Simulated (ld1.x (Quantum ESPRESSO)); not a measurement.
## Transferability test, RRKJ potential for sulfur (S)

sulfur, norm-conserving RRKJ (Kleinman–Bylander form), made with ld1.x (Quantum ESPRESSO) 7.5 (PBE, fully relativistic). Core [Ne], reference 3s2 3p4. Waves: 3p (bound): rc 1.25 bohr; 3s (bound): rc 1.45 bohr. Local part: the s channel. Core correction: a·sin(br)/r model core inside 1.20 bohr.

Open shells are filled in proportion to 2j + 1 (rel_dist='average').

Energies are relative to the spin-unpolarised reference configuration 3s2 3p4; without spin polarisation the order of configurations can differ from experiment.

| valence configuration | charge | ΔE all-electron (eV) | error AE − PS (meV) |
| --- | --- | --- | --- |
| 3s2 3p3 | +1 | 11.769 | +3.3 |
| 3s2 3p2 | +2 | 34.053 | +19 |
| 3s2 3p1 | +3 | 68.095 | +57 |
| 3s1 3p4 | +1 | 22.647 | +4.3 |
| 3s2 3p3.5 | +0.5 | 4.660 | +0.6 |
| 3s0 3p6 | 0 | 20.739 | -1.2 |

Task: What are ΔE and the potential's error for 3s1 3p5?

Result: ΔE = 10.311 eV all-electron; the error (AE − PS) is -0.4 meV.

Levels in the configuration 3s2 3p3.5:

```
   level  all-electron (eV)  pseudo (eV)
3s j=1/2            -22.241      -22.238
3p j=1/2            -11.764      -11.761
3p j=3/2            -11.673      -11.670
```
